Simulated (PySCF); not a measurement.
B(H)(OH)(SH) (BH3OS), SMILES OBS. The structure is a stationary point at TPSSh-D3(BJ)/def2-TZVP. The values are those of a single conformer.

TDA-CAM-B3LYP/def2-SVPD run with PySCF puts the lowest singlet excitations at 6.34, 6.99, 7.24, 7.39, 7.77, 7.84 eV.

**Question.** What are the lowest excitation roots from ADC(2)/aug-cc-pVDZ in PySCF? (Estimate from the structure and the level; the computed values follow.)

**Answer.** 6.35, 6.94, 7.44, 7.53, 7.68, 7.73 eV. S1 differs by 0.01 eV (second minus first; roots are paired by order, and the bases may differ).
